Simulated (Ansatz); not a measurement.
```xyz
10

N     1.1384    0.0254    0.0375
C     0.2944    1.0976   -0.0211
C    -1.0293    0.7102    0.0185
C    -0.9851   -0.7159   -0.0497
C     0.3332   -1.1152    0.0498
H     2.1125   -0.0169    0.0448
H     0.7533    2.1018   -0.0448
H    -1.8509    1.3213   -0.0236
H    -1.8309   -1.4105   -0.0005
H     0.7660   -2.0659    0.0016
```

Basis set: 6-31G (spherical functions). Frozen core: 5 orbitals. Charge 0, multiplicity 1.

Computed with Ansatz (development build ahead of 0.2.0); each method stands on the lowest determinant of its kind that the runs found. Restricted open shells among the atoms or ions are ROHF, correlated in semicanonical orbitals with singles.

The atomization energy at this shape (free ground-state atoms in the same class of orbitals less the molecule, no zero-point energy) of singlet C₄H₅N:

```csv
method,atomization energy
RHF,30.99 eV
```

Task: What does RHF-MP2 give?

Result: 40.00 eV.

This basis has no polarisation functions and is too small for such energies, which can lie far from measured ones in either direction.
